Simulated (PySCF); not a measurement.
Structure revision by computed shifts

A compound C5H10F2Si gives the data below (simulated from a calculation) and was assigned the structure `F[C@@H]1CCCC[Si@@H]1F`.

$^{13}$C{$^{1}$H} NMR (computed): δ 40.4 (CH2, 2C), 36.6 (CH2), 26.2 (CH), 15.4 (CH3).

$^{1}$H NMR (600 MHz, computed): δ 2.41 (m, 2H), 1.71 (m, 2H), 1.50 (m, 1H), 1.35 (m, 2H), 0.97 (t, 3H).

Averaged over atoms made equivalent by symmetry, fast rotation or ring inversion, a single conformation, non-relativistic Hamiltonian, no solvent. Shielding tensors at PBE0/pcSseg-1 (GIAO); coordinates at the GFN2-xTB level; PySCF.

Scale: $^{1}$H (31.72 ppm) and $^{13}$C (186.93 ppm) vs TMS (reference shieldings calculated alike).

(1) Compare with the shifts computed for the proposed structure, pairing carbons in order of shift.

(2) Which isomer fits?

Answers

(1) Mapped SMILES: `[F:1][C@@H:2]1[CH2:3][CH2:4][CH2:5][CH2:6][Si@@H:7]1[F:8]` (H(Xn): hydrogen on atom n).

```
atom  computed for proposal  given list  difference
  C2                   87.8        40.4       +47.4
  C3                   36.6        40.4        -3.8
  C5                   27.1        36.6        -9.5
  C4                   25.1        26.2        -1.1
  C6                   15.5        15.4        +0.1
```

The rms difference is 21.7 ppm and the largest +47.4 ppm at C2 (sp3 CH bonded to F and Si). The proposal also would give 5 carbon signals, not 4. The carbon types in order of shift don't match either: CH, CH2, CH2, CH2, CH2 for the proposal against CH2, CH2, CH2, CH, CH3 in the data. The proposal doesn't fit.

(2) `CCC1C[Si](F)(F)C1`.

1. Carbon types of the structure: 1 × CH, 3 × CH2, 1 × CH3, which accounts for all hydrogens.
2. δC 36.6: sp3 CH2; aliphatic region, no heteroatom directly attached.
3. δC 26.2: sp3 CH in a ring; aliphatic region, no heteroatom directly attached.
4. δH 1.35: hydrogen on an sp3 CH2; far from electronegative atoms and π systems.
5. δH 0.97: hydrogen on a methyl carbon; far from electronegative atoms and π systems.

Other isomers checked: C/C(CF)=C(/[SiH3])CF (rms 75.9 ppm).

This is the structure that produced the data.

Splittings by $^{19}$F in the carbon and heteronuclear signals aren't shown, as no couplings were computed. Shifts are as computed. Against solution values, carbons near 30 ppm lie about +3 ppm off and those near 130 ppm about +5 ppm. Of 1309 compounds with measured shifts, 239 miss one by over three times the rms of a fit or turn the order of signals round; such compounds aren't used in these exercises. Multiplicities follow the n + 1 count of equivalent neighbours, as no J values were calculated; m marks all less simple cases, F and P coupling included.
